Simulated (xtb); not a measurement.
xtb input (GFN2-xTB):

```bash
xtb mol.xyz --gfn 2 --sp --chrg 0 --uhf 0
```
mol.xyz:
```
10

F      1.84060861    -1.22995745     0.10393727
C      0.72931948    -0.49461025     0.04085855
C      0.83001210     0.88725786     0.11154435
C     -0.37501229     1.56393237     0.03773131
N     -1.54853885     0.93630201    -0.09186178
C     -1.49766980    -0.38777068    -0.14685400
N     -0.39769533    -1.14507495    -0.08573819
H      1.78145474     1.38670544     0.21619066
H     -0.40449416     2.64668681     0.08374828
H     -2.43869569    -0.91522044    -0.25185587
```

Output:

```
           -------------------------------------------------
          |                Calculation Setup                |
           -------------------------------------------------

           -------------------------------------------------
          |                 G F N 2 - x T B                 |
           -------------------------------------------------

        Reference                      10.1021/acs.jctc.8b01176
      * Hamiltonian:
        H0-scaling (s, p, d)           1.850000    2.230000    2.230000
        zeta-weighting                 0.500000
      * Dispersion:
        s8                             2.700000
        a1                             0.520000
        a2                             5.000000
        s9                             5.000000
      * Repulsion:
        kExp                           1.500000    1.000000
        rExp                           1.000000
      * Coulomb:
        alpha                          2.000000
        third order                    shell-resolved
        anisotropic                    true
        a3                             3.000000
        a5                             4.000000
        cn-shift                       1.200000
        cn-exp                         4.000000
        max-rad                        5.000000

          ...................................................
          :                      SETUP                      :
          :.................................................:
          :  # basis functions                  31          :
          :  # atomic orbitals                  31          :
          :  # shells                           17          :
          :  # electrons                        36          :
          :  max. iterations                   250          :
          :  Hamiltonian                  GFN2-xTB          :
          :  restarted?                      false          :
          :  GBSA solvation                  false          :
          :  PC potential                    false          :
          :  electronic temp.          300.0000000     K    :
          :  accuracy                    1.0000000          :
          :  -> integral cutoff          0.2500000E+02      :
          :  -> integral neglect         0.1000000E-07      :
          :  -> SCF convergence          0.1000000E-05 Eh   :
          :  -> wf. convergence          0.1000000E-03 e    :
          :  Broyden damping             0.4000000          :
          :  net charge                          0          :
          :  unpaired electrons                  0          :
          ...................................................

 iter      E             dE          RMSdq      gap      omega  full diag
   1    -20.8808618 -0.208809E+02  0.520E+00    3.18       0.0  T
   2    -20.8983149 -0.174531E-01  0.330E+00    3.30       1.0  T
   3    -20.8957546  0.256036E-02  0.121E+00    2.97       1.0  T
   4    -20.9016474 -0.589285E-02  0.230E-01    2.97       1.0  T
   5    -20.9018975 -0.250129E-03  0.104E-01    2.98       1.0  T
   6    -20.9019614 -0.638313E-04  0.343E-02    2.98       1.0  T
   7    -20.9019626 -0.123917E-05  0.172E-02    2.98       1.8  T
   8    -20.9019634 -0.745407E-06  0.656E-03    2.98       4.8  T
   9    -20.9019634 -0.265816E-07  0.112E-03    2.98      28.2  T
  10    -20.9019634 -0.594147E-08  0.594E-04    2.98      53.3  T
  11    -20.9019634 -0.748901E-09  0.189E-04    2.98     167.7  T

   *** convergence criteria satisfied after 11 iterations ***

         #    Occupation            Energy/Eh            Energy/eV
      -------------------------------------------------------------
         1        2.0000           -0.8474708             -23.0609
       ...           ...                  ...                  ...
        12        2.0000           -0.5314288             -14.4609
        13        2.0000           -0.5167202             -14.0607
        14        2.0000           -0.4960519             -13.4983
        15        2.0000           -0.4826886             -13.1346
        16        2.0000           -0.4604698             -12.5300
        17        2.0000           -0.4310801             -11.7303
        18        2.0000           -0.4002419             -10.8911 (HOMO)
        19                         -0.2906897              -7.9101 (LUMO)
        20                         -0.2833851              -7.7113
        21                         -0.1554431              -4.2298
        22                          0.0481086               1.3091
        23                          0.0974535               2.6518
       ...                                ...                  ...
        31                          0.5786776              15.7466
      -------------------------------------------------------------
                  HL-Gap            0.1095522 Eh            2.9811 eV
             Fermi-level           -0.3454658 Eh           -9.4006 eV

 SCC (total)                   0 d,  0 h,  0 min,  0.006 sec
 SCC setup                      ...        0 min,  0.000 sec (  1.202%)
 Dispersion                     ...        0 min,  0.000 sec (  0.767%)
 classical contributions        ...        0 min,  0.000 sec (  0.190%)
 integral evaluation            ...        0 min,  0.001 sec ( 16.552%)
 iterations                     ...        0 min,  0.002 sec ( 41.481%)
 molecular gradient             ...        0 min,  0.002 sec ( 37.926%)
 printout                       ...        0 min,  0.000 sec (  1.701%)

         :::::::::::::::::::::::::::::::::::::::::::::::::::::
         ::                     SUMMARY                     ::
         :::::::::::::::::::::::::::::::::::::::::::::::::::::
         :: total energy             -20.655628140987 Eh    ::
         :: gradient norm              0.024648055546 Eh/a0 ::
         :: HOMO-LUMO gap              2.981065742153 eV    ::
         ::.................................................::
         :: SCC energy               -20.901959758239 Eh    ::
         :: -> isotropic ES            0.026572579900 Eh    ::
         :: -> anisotropic ES          0.002321204313 Eh    ::
         :: -> anisotropic XC          0.014200890906 Eh    ::
         :: -> dispersion             -0.006783181304 Eh    ::
         :: repulsion energy           0.246331617252 Eh    ::
         :: add. restraining           0.000000000000 Eh    ::
         :: total charge              -0.000000000000 e     ::
         :::::::::::::::::::::::::::::::::::::::::::::::::::::

           -------------------------------------------------
          |                Property Printout                |
           -------------------------------------------------

    * Orbital Energies and Occupations

         #    Occupation            Energy/Eh            Energy/eV
      -------------------------------------------------------------
         1        2.0000           -0.8474708             -23.0609
       ...           ...                  ...                  ...
         6        2.0000           -0.6272285             -17.0678
         7        2.0000           -0.5857265             -15.9384
         8        2.0000           -0.5785368             -15.7428
         9        2.0000           -0.5780911             -15.7307
        10        2.0000           -0.5380690             -14.6416
        11        2.0000           -0.5335393             -14.5183
        12        2.0000           -0.5314288             -14.4609
        13        2.0000           -0.5167202             -14.0607
        14        2.0000           -0.4960519             -13.4983
        15        2.0000           -0.4826886             -13.1346
        16        2.0000           -0.4604698             -12.5300
        17        2.0000           -0.4310801             -11.7303
        18        2.0000           -0.4002419             -10.8911 (HOMO)
        19                         -0.2906897              -7.9101 (LUMO)
        20                         -0.2833851              -7.7113
        21                         -0.1554431              -4.2298
        22                          0.0481086               1.3091
        23                          0.0974535               2.6518
        24                          0.1237568               3.3676
        25                          0.1462518               3.9797
        26                          0.2328964               6.3374
        27                          0.2554510               6.9512
        28                          0.3713611              10.1052
        29                          0.4036653              10.9843
       ...                                ...                  ...
        31                          0.5786776              15.7466
      -------------------------------------------------------------
                  HL-Gap            0.1095522 Eh            2.9811 eV
             Fermi-level           -0.3454658 Eh           -9.4006 eV

     #   Z          covCN         q      C6AA      α(0)
     1   9 F        0.789    -0.191    11.143     3.943
     2   6 C        2.813     0.278    22.301     7.737
     3   6 C        2.904    -0.066    29.644     8.928
     4   6 C        2.935     0.077    26.273     8.406
     5   7 N        1.831    -0.219    26.621     7.646
     6   6 C        2.931     0.148    24.786     8.165
     7   7 N        1.835    -0.233    26.938     7.691
     8   1 H        0.926     0.071     2.075     2.252
     9   1 H        0.925     0.063     2.160     2.298
    10   1 H        0.925     0.071     2.073     2.252

 Mol. C6AA /au·bohr⁶  :       1457.597673
 Mol. C8AA /au·bohr⁸  :      34595.353415
 Mol. α(0) /au        :         59.318398

Wiberg/Mayer (AO) data.
largest (>0.10) Wiberg bond orders for each atom

 ---------------------------------------------------------------------------
     #   Z sym  total        # sym  WBO       # sym  WBO       # sym  WBO
 ---------------------------------------------------------------------------
     1   9 F    1.147 --     2 C    0.988
     2   6 C    3.902 --     7 N    1.426     3 C    1.354     1 F    0.988
     3   6 C    3.989 --     4 C    1.457     2 C    1.354     8 H    0.965
                             6 C    0.120
     4   6 C    3.975 --     3 C    1.457     5 N    1.409     9 H    0.962
                             7 N    0.101
     5   7 N    3.066 --     6 C    1.459     4 C    1.409
     6   6 C    3.960 --     5 N    1.459     7 N    1.392    10 H    0.956
                             3 C    0.120
     7   7 N    3.070 --     2 C    1.426     6 C    1.392     4 C    0.101
     8   1 H    0.995 --     3 C    0.965
     9   1 H    0.996 --     4 C    0.962
    10   1 H    0.995 --     6 C    0.956
 ---------------------------------------------------------------------------

Topologies differ in total number of bonds
Writing topology from bond orders to xtbtopo.mol

molecular dipole:
                 x           y           z       tot (Debye)
 q only:       -0.179       0.688       0.015
   full:        0.143       0.880       0.052       2.269
molecular quadrupole (traceless):
                xx          xy          yy          xz          yz          zz
 q only:       -0.534       4.298       0.470       0.144       0.391       0.064
  q+dip:       -1.150       6.926       0.541       0.162       0.597       0.609
   full:       -2.096       6.706      -0.920      -0.141       0.403       3.016

           -------------------------------------------------
          | TOTAL ENERGY              -20.655628140987 Eh   |
          | GRADIENT NORM               0.024648055546 Eh/α |
          | HOMO-LUMO GAP               2.981065742153 eV   |
           -------------------------------------------------

------------------------------------------------------------------------
Note: The following floating-point exceptions are signalling: IEEE_UNDERFLOW_FLAG IEEE_DENORMAL
normal termination of xtb
------------------------------------------------------------------------
 total:
 SCF:
```
